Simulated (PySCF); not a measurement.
Si(CCH)(H)2(OH) (C2H4OSi), SMILES C([SiH2]O)#C.

Geometry: PBE-D3(BJ)/def2-SVP. Other conformers were not sampled.

The numbers are results of PBE-D3(BJ)/def2-SVP (PySCF), not measurements.

Frequencies are harmonic and unscaled.

Q: List the normal modes with their intensities. (Estimate from the structure and the level; the computed values follow.)

A: 
| mode | ν (cm⁻¹) | IR (km/mol) | moving atoms (share of kinetic energy) |
|---|---|---|---|
| 1 | 131 | 10.5 | H 33 %, C 31 %, O 25 %, Si 10 % |
| 2 | 202 | 31.4 | H 47 %, C 45 %, O 8 % |
| 3 | 237 | 64.4 | H 53 %, C 43 % |
| 4 | 365 | 57.8 | C 56 %, O 21 %, H 13 %, Si 9 % |
| 5 | 608 | 48.4 | C 43 %, Si 33 %, H 21 % |
| 6 | 619 | 75.3 | H 57 %, Si 22 %, C 19 % |
| 7 | 690 | 33.0 | H 77 %, C 23 % |
| 8 | 711 | 38.6 | H 79 %, C 21 % |
| 9 | 712 | 7.8 | H 92 % |
| 10 | 807 | 106.7 | H 44 %, O 44 %, Si 11 % |
| 11 | 887 | 46.0 | H 71 %, O 19 %, Si 10 % |
| 12 | 891 | 307.5 | H 77 %, Si 17 % |
| 13 | 928 | 112.7 | H 79 %, Si 17 % |
| 14 | 2082 | 37.0 | C 90 %, H 9 % |
| 15 | 2156 | 122.9 | H 97 % |
| 16 | 2214 | 88.5 | H 97 % |
| 17 | 3388 | 46.3 | H 86 %, C 14 % |
| 18 | 3763 | 76.4 | H 94 % |
